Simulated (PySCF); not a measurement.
**How exact exchange moves a shielding**

Molecule: `Cl[Si@@](C=C)(C)F`, C3H6ClFSi.

Structure with atom numbers: `[CH2:1]=[CH:2][Si@:3]([CH3:4])([F:5])[Cl:6]` (H(Xn): hydrogen on atom n). Ha(C1) is cis to Si3; Hb(C1) is trans to Si3.

GIAO shieldings (ppm, equivalent atoms averaged) in PySCF 2.14 on the PBE0-D3(BJ)/def2-SVP geometry, basis pcSseg-1, gas phase, non-relativistic:

```csv
functional,exact exchange (%),σ(Si3),σ(F5),σ(Cl6)
BLYP,0,303.5,304.8,832.9
BP86,0,310.3,306.3,835.7
PBE,0,310.7,304.3,836.0
PBE0,25,329.6,322.8,865.0
mPW1PW91,25,328.9,324.2,865.1
BHandHLYP,50,341.6,337.0,885.1
HF,100,382.7,361.7,930.5
```

Problem. Fit each shielding as a line in the percentage of exact exchange.

Solution. σ(Si3) = 308.7 + 0.73 x (rms 2.9 ppm); σ(F5) = 306.7 + 0.57 x (rms 2.1 ppm); σ(Cl6) = 837.0 + 0.96 x (rms 2.9 ppm). The functionals also differ in their semilocal parts, which the line can't hold; Hartree–Fock has no correlation at all.

Problem. What does the line predict for B3LYP (20 %), and what does the run give?

Solution. σ(Si3): 323.3 predicted, 318.5 computed; σ(F5): 318.1 predicted, 319.3 computed; σ(Cl6): 856.2 predicted, 855.6 computed ppm.
